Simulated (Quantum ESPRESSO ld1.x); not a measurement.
The numbers below are computed, except where a source is named.
Problem. The mean radii <r> (bohr) of the occupied orbitals of an atom or ion are listed with their occupations. Code: ld1.x of Quantum ESPRESSO 7.5. Model: scalar-relativistic Kohn-Sham, LDA (Slater exchange, VWN5 correlation), spin-polarised, spherical densities, point nucleus.

orbital  occ.      <r>
1s down     1  0.02509
1s up       1  0.02509
2s up       1   0.1075
2s down     1   0.1075
2p up       3  0.09428
2p down     3  0.09428
3s up       1   0.2856
3s down     1   0.2856
3p up       3   0.2835
3p down     3   0.2835
3d up       5   0.2601
3d down     5   0.2601
4s up       1   0.6545
4s down     1   0.6545
4p up       3   0.6935
4p down     3   0.6935
4d up       5   0.7680
4d down     5   0.7679
5s up       1    1.552
5s down     1    1.547
5p up       3    1.790
5p down     3    1.783
5d up       1    2.580

Name the element and its charge. Open shells, if any, are filled with parallel spins first.

Solution. Z = 57, lanthanum, charge +2: La2+ in [Xe] 5d1. The 1s radius gives Z: for a bare nucleus <r> = (2 gamma + 1)/(2Z) with gamma = sqrt(1 - (Z/c)^2), 0.02473 bohr for Z = 57, and screening makes it slightly larger (0.02509 here). The occupations add up to 55, and the charge is Z minus that.
